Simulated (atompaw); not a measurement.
# u(r) = r·R(r): atom against pseudo-atom (phosphorus)

Columns: radius, all-electron u(r) and pseudo u(r) of the 3s shell (level -13.84 eV) of phosphorus in the configuration [Ne] 3s2 3p3; PBEsol, non-relativistic, PAW (atompaw) scheme, atompaw 4.2.0.5.

```
r (bohr)  all-electron  pseudo
   0.067        0.1897  0.0555
   0.135        0.0132  0.1116
   0.202       -0.1882  0.1663
   0.269       -0.3213  0.2201
   0.337       -0.3737  0.2735
   0.404       -0.3578  0.3247
   0.471       -0.2943  0.3742
   0.538       -0.2008  0.4218
   0.606       -0.0892  0.4680
   0.673        0.0267  0.5111
   0.740        0.1415  0.5516
   0.808        0.2519  0.5900
   0.875        0.3518  0.6249
   0.942        0.4411  0.6568
   1.010        0.5205  0.6859
   1.077        0.5876  0.7113
   1.144        0.6439  0.7335
   1.212        0.6905  0.7524
   1.279        0.7266  0.7676
   1.346        0.7539  0.7793
   1.413        0.7730  0.7876
   1.481        0.7850  0.7923
   1.548        0.7903  0.7934
   1.615        0.7901  0.7910
   1.683        0.7849  0.7851
   1.750        0.7757  0.7757
```

Q: How many radial nodes do the two functions have?

A: The all-electron 3s function has n − l − 1 = 2; the pseudo-wave has 0, since the states of the same l below it are removed with the core.

Q: Is the pseudo-wave norm-conserving?

A: No, it belongs to a PAW set: the norm inside the radius is not constrained, and the difference is carried by the augmentation charge.
